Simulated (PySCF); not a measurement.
CH7FO2Si2.
Cartesian coordinates in Å at the PBE0-D3(BJ)/def2-SVP level; atoms count from 1:
```xyz
13
CH7FO2Si2 angstrom
C     -2.019   -0.399    0.151
Si    -0.624    0.824    0.045
O      0.134    1.091    1.498
O      0.508    0.198   -1.029
Si     2.019   -0.389   -0.783
F      2.016   -1.104    0.689
H     -2.817   -0.034    0.815
H     -2.451   -0.577   -0.846
H     -1.660   -1.365    0.541
H     -1.056    2.155   -0.444
H      0.590    0.333    1.882
H      2.325   -1.430   -1.794
H      3.040    0.686   -0.736
```

The closed-shell ground state was solved at several levels (PySCF, density fitting, gas phase, non-relativistic).

```json
{"level": "wB97X-D/pcSseg-1", "basis functions": "151", "HOMO (eV)": "-10.49", "LUMO (eV)": "2.52", "gap (eV)": "13.01", "dipole (D)": "1.23"}
{"level": "B3LYP/def2-TZVP", "basis functions": "240", "HOMO (eV)": "-8.36", "LUMO (eV)": "0.08", "gap (eV)": "8.44", "dipole (D)": "1.21"}
{"level": "PBE0/def2-TZVP", "basis functions": "240", "HOMO (eV)": "-8.57", "LUMO (eV)": "0.34", "gap (eV)": "8.91", "dipole (D)": "1.22"}
{"level": "B3LYP/6-31G*", "basis functions": "106", "HOMO (eV)": "-8.10", "LUMO (eV)": "0.62", "gap (eV)": "8.72", "dipole (D)": "1.23"}
{"level": "PBE0/def2-SVP", "basis functions": "127", "HOMO (eV)": "-8.45", "LUMO (eV)": "0.93", "gap (eV)": "9.38", "dipole (D)": "1.18"}
{"level": "B97-D/pcSseg-1", "basis functions": "151", "HOMO (eV)": "-7.18", "LUMO (eV)": "-0.08", "gap (eV)": "7.10", "dipole (D)": "1.15"}
{"level": "KT2/pcSseg-1", "basis functions": "151", "HOMO (eV)": "-7.24", "LUMO (eV)": "-0.42", "gap (eV)": "6.82", "dipole (D)": "1.13"}
{"level": "CAM-B3LYP/pcSseg-1", "basis functions": "151", "HOMO (eV)": "-9.99", "LUMO (eV)": "1.66", "gap (eV)": "11.65", "dipole (D)": "1.22"}
{"level": "PBE/pcSseg-1", "basis functions": "151", "HOMO (eV)": "-7.14", "LUMO (eV)": "-0.28", "gap (eV)": "6.86", "dipole (D)": "1.15"}
{"level": "PBE0/IGLO-III", "basis functions": "298", "HOMO (eV)": "-8.57", "LUMO (eV)": "0.42", "gap (eV)": "8.99", "dipole (D)": "1.22"}
{"level": "PBE0/aug-cc-pVDZ", "basis functions": "209", "HOMO (eV)": "-8.52", "LUMO (eV)": "-0.20", "gap (eV)": "8.32", "dipole (D)": "1.25"}
{"level": "PBE0/STO-3G", "basis functions": "45", "HOMO (eV)": "-4.10", "LUMO (eV)": "6.52", "gap (eV)": "10.62", "dipole (D)": "0.81"}
{"level": "PBE0/pcSseg-0", "basis functions": "76", "HOMO (eV)": "-8.56", "LUMO (eV)": "0.87", "gap (eV)": "9.43", "dipole (D)": "1.41"}
```

(1) Estimate the row for B97-2/pcSseg-1, a basis of 151 functions; the other rows only guide the guess.

(2) Over all these levels, which gives the widest orbital gap and which the narrowest?

(3) How much does the basis alone move the frontier levels among the 6 PBE0 rows?

(4) How far do the dipole and the HOMO energy spread over the levels?

## Answers

(1) HOMO -8.35 eV, LUMO 0.67 eV, gap 9.02 eV, dipole 1.20 D.

(2) wB97X-D/pcSseg-1 (range-separated hybrid) has the widest, 13.01 eV, and KT2/pcSseg-1 (GGA) the narrowest, 6.82 eV. The two share the basis. From the narrowest to the widest the HOMO moves by -3.25 eV and the LUMO by +2.94 eV.

(3) The HOMO by 4.47 eV and the LUMO by 6.72 eV. By rising basis size (HOMO, LUMO in eV): STO-3G -4.10, 6.52; pcSseg-0 -8.56, 0.87; def2-SVP -8.45, 0.93; aug-cc-pVDZ -8.52, -0.20; def2-TZVP -8.57, 0.34; IGLO-III -8.57, 0.42.

(4) The dipole runs from 0.81 to 1.41 D (mean 1.19 D) and the HOMO from -10.49 to -4.10 eV.

One conformer stands for the species.
